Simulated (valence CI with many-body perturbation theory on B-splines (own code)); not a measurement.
E1 line list for Ho LII

Computed by relativistic CI+MBPT: six valence electrons over a frozen Dirac-Fock core [Ne], radial functions for each j: 9 s, 9 p, 8 d, 6 f, 3 g, 1 h, with the one-electron correlation potential Σ1 (screened to all orders), the two-electron term Σ2, the three-electron term Σ3, Breit, model QED; selected single and double excitations, second order for the rest, scaled by the run's own slope (own B-spline code, finite nucleus).

No measured spectrum was set against this ion. As an estimate, large intervals hold to a few tenths of a per cent, small ones and those within an open d or f shell to about a per cent. Among the levels kept, up to 1100 cm⁻¹ of a level comes from second order outside the variational space, and about a tenth of that is noise between levels of different J, which matters for small intervals.

Lines 1 to 50 of 163 in falling wavelength, among levels below 4116.6 × 10³ cm⁻¹, chosen from the strongest by gf and those to the six lowest levels. Wavelengths and rates use the calculated energies. Electric multipoles are in the length gauge with retardation, E1 and E2 with the static RPA response of the core. Weak lines are less certain than strong ones. Lines between different terms over intervals too small for the method are left out, as are lines whose strength nearly cancels. The highest levels of a list are the least certain.

Levels are named by their leading jj configuration (3d3/2^4 stands for four electrons in 3d with j = 3/2), which in mixed levels can hold well under half, so a name can repeat and another be missing. Letters in brackets count levels of one name in rising energy.

```csv
λ vac (nm),Upper,Lower,A (s⁻¹),S (a.u.)
1399,(3s^2 3p1/2 3p3/2^3) J=1,(3s^2 3p1/2^2 3p3/2 3d3/2) J=0,6.56e+00,2.66e-05
1036,(3s^2 3p1/2^2 3d3/2^2) J=2,(3s^2 3p1/2 3p3/2^2 3d3/2) J=3 [a],1.17e+02,3.22e-04
887.1,(3s^2 3p1/2 3p3/2^3) J=1,(3s^2 3p1/2^2 3p3/2 3d3/2) J=1,3.17e+01,3.28e-05
421.2,(3s^2 3p1/2^2 3d3/2 3d5/2) J=3,(3s^2 3p1/2 3p3/2^2 3d5/2) J=4 [b],1.45e+03,3.73e-04
150.6,(3s^2 3p1/2^2 3d3/2^2) J=2,(3s^2 3p1/2 3p3/2^2 3d3/2) J=2 [a],2.72e+03,2.29e-05
148.1,(3s^2 3p1/2 3p3/2^3) J=1,(3s^2 3p1/2^2 3p3/2 3d3/2) J=2,1.90e+03,9.12e-06
133.3,(3s^2 3p1/2 3p3/2^3) J=2,(3s^2 3p1/2^2 3p3/2 3d3/2) J=3,2.14e+03,1.25e-05
123.1,(3s^2 3p1/2 3p3/2^3) J=2,(3s^2 3p1/2^2 3p3/2 3d3/2) J=1,6.59e+04,3.04e-04
114.1,(3s^2 3p1/2^2 3d3/2 3d5/2) J=2,(3s^2 3p1/2 3p3/2^2 3d5/2) J=1 [a],5.78e+03,2.12e-05
105.0,(3s^2 3p1/2 3p3/2^2 3d5/2) J=2 [b],(3s^2 3p1/2^2 3d3/2 3d5/2) J=1,1.01e+04,2.88e-05
99.72,(3s^2 3p1/2 3p3/2^2 3d5/2) J=3 [b],(3s^2 3p1/2^2 3d3/2 3d5/2) J=2,1.10e+04,3.77e-05
95.97,(3s^2 3p1/2^2 3d3/2 3d5/2) J=1,(3s^2 3p1/2 3p3/2^2 3d5/2) J=0,4.74e+04,6.20e-05
86.78,(3s^2 3p1/2^2 3d3/2 3d5/2) J=3,(3s^2 3p1/2 3p3/2^2 3d5/2) J=3 [a],2.86e+04,6.45e-05
86.37,(3s^2 3p1/2^2 3d3/2 3d5/2) J=1,(3s^2 3p1/2 3p3/2^2 3d5/2) J=1 [a],4.61e+04,4.39e-05
85.73,(3s^2 3p1/2^2 3d3/2 3d5/2) J=4,(3s^2 3p1/2 3p3/2^2 3d5/2) J=5,1.94e+05,5.43e-04
81.03,(3s^2 3p1/2 3p3/2^2 3d5/2) J=2 [b],(3s^2 3p1/2^2 3d3/2 3d5/2) J=2,4.25e+04,5.58e-05
79.21,(3s^2 3p1/2 3p3/2^2 3d5/2) J=1 [b],(3s^2 3p1/2^2 3d3/2 3d5/2) J=1,9.95e+04,7.32e-05
76.26,(3s^2 3p1/2 3p3/2^2 3d3/2) J=1 [b],(3s^2 3p3/2^4) J=0,1.16e+05,7.65e-05
72.74,(3s^2 3p1/2 3p3/2^3) J=2,(3s^2 3p1/2^2 3p3/2 3d3/2) J=2,1.48e+05,1.41e-04
71.06,(3s^2 3p1/2^2 3d3/2 3d5/2) J=4,(3s^2 3p1/2 3p3/2^2 3d5/2) J=4 [b],1.20e+05,1.90e-04
64.77,(3s^2 3p1/2 3p3/2^2 3d5/2) J=1 [b],(3s^2 3p1/2^2 3d3/2 3d5/2) J=2,8.15e+04,3.28e-05
63.91,(3s^2 3p1/2 3p3/2^2 3d3/2) J=1 [b],(3s^2 3p1/2^2 3d3/2^2) J=0,2.45e+05,9.45e-05
60.30,(3s^2 3p1/2^2 3d3/2 3d5/2) J=3,(3s^2 3p1/2 3p3/2^2 3d3/2) J=2 [c],1.23e+05,9.29e-05
55.81,(3s^2 3p1/2 3p3/2^2 3d5/2) J=3 [b],(3s^2 3p1/2^2 3d3/2 3d5/2) J=3,4.02e+04,2.41e-05
54.75,(3s^2 3p1/2 3p3/2^2 3d5/2) J=3 [c],(3s^2 3p1/2^2 3d3/2 3d5/2) J=2,1.57e+05,8.91e-05
51.51,(3s^2 3p1/2^2 3d3/2 3d5/2) J=2,(3s^2 3p1/2 3p3/2^2 3d5/2) J=3 [a],5.07e+04,1.71e-05
47.61,(3s^2 3p1/2^2 3d3/2 3d5/2) J=3,(3s^2 3p1/2 3p3/2^2 3d3/2) J=3 [b],1.50e+04,5.60e-06
46.67,(3s^2 3p1/2^2 3d3/2 3d5/2) J=2,(3s^2 3p1/2 3p3/2^2 3d3/2) J=1 [b],2.96e+05,7.43e-05
46.23,(3s^2 3p1/2^2 3d3/2^2) J=0,(3s^2 3p1/2 3p3/2^2 3d3/2) J=1 [a],6.37e+05,3.10e-05
43.65,(3s^2 3p1/2^2 3d3/2 3d5/2) J=4,(3s^2 3p1/2 3p3/2^2 3d5/2) J=4 [a],1.29e+04,4.76e-06
43.06,(3s^2 3p1/2^2 3d3/2 3d5/2) J=4,(3s^2 3p1/2 3p3/2^2 3d5/2) J=3 [a],3.97e+04,1.41e-05
41.38,(3s^2 3p3/2^4) J=0,(3s^2 3p1/2 3p3/2^2 3d3/2) J=1 [a],2.19e+06,7.66e-05
41.25,(3s^2 3p1/2^2 3d3/2 3d5/2) J=1,(3s^2 3p1/2 3p3/2^2 3d3/2) J=1 [b],5.09e+05,5.28e-05
40.86,(3s^2 3p1/2^2 3d3/2 3d5/2) J=2,(3s^2 3p1/2 3p3/2^2 3d3/2) J=2 [c],5.56e+05,9.36e-05
40.62,(3s^2 3p1/2 3p3/2^2 3d3/2) J=3 [b],(3s^2 3p1/2^2 3d3/2^2) J=2,8.69e+05,2.01e-04
39.43,(3s^2 3p1/2 3p3/2^2 3d3/2) J=1 [c],(3s^2 3p1/2^2 3d3/2^2) J=0,6.06e+04,5.50e-06
38.79,(3s^2 3p1/2 3p3/2^2 3d5/2) J=1 [a],(3s^2 3p3/2^4) J=0,2.31e+06,1.99e-04
38.23,(3s^2 3p1/2 3p3/2^2 3d5/2) J=3 [c],(3s^2 3p1/2^2 3d3/2 3d5/2) J=3,5.12e+05,9.88e-05
36.65,(3s^2 3p1/2^2 3d3/2 3d5/2) J=1,(3s^2 3p1/2 3p3/2^2 3d3/2) J=2 [c],2.76e+05,2.01e-05
34.44,(3s^2 3p1/2 3p3/2^2 3d3/2) J=2 [c],(3s^2 3p1/2^2 3d3/2^2) J=2,1.15e+06,1.16e-04
31.94,(3s^2 3p1/2^2 3d3/2 3d5/2) J=3,(3s^2 3p1/2 3p3/2^2 3d3/2) J=2 [b],2.34e+05,2.64e-05
31.17,(3s^2 3p1/2 3p3/2^2 3d3/2) J=1 [b],(3s^2 3p1/2^2 3d3/2^2) J=2,3.26e+05,1.46e-05
30.58,(3s^2 3p1/2^2 3d3/2 3d5/2) J=4,(3s^2 3p1/2 3p3/2^2 3d3/2) J=3 [b],2.29e+06,2.91e-04
30.04,(3s^2 3p1/2^2 3p3/2 3d5/2) J=2,(3s^2 3p1/2 3p3/2^3) J=2,3.56e+06,2.38e-04
29.33,(3s^2 3p1/2 3p3/2^2 3d5/2) J=3 [a],(3s^2 3p1/2^2 3d3/2^2) J=2,8.54e+04,7.44e-06
25.80,(3s^2 3p1/2^2 3d3/2^2) J=2,(3s 3p1/2^2 3p3/2^3) J=2,2.67e+05,1.13e-05
25.51,(3s^2 3p1/2^2 3d3/2 3d5/2) J=2,(3s^2 3p1/2 3p3/2^2 3d3/2) J=2 [b],2.81e+05,1.15e-05
24.91,(3s^2 3p1/2^2 3d3/2^2) J=0,(3s 3p1/2^2 3p3/2^3) J=1,5.98e+05,4.56e-06
24.84,(3s^2 3p1/2^2 3d3/2 3d5/2) J=3,(3s^2 3p1/2 3p3/2^2 3d3/2) J=4,1.91e+06,1.01e-04
24.83,(3s^2 3p1/2^2 3p3/2 3d5/2) J=2,(3s^2 3p1/2 3p3/2^3) J=1,4.56e+06,1.72e-04
```
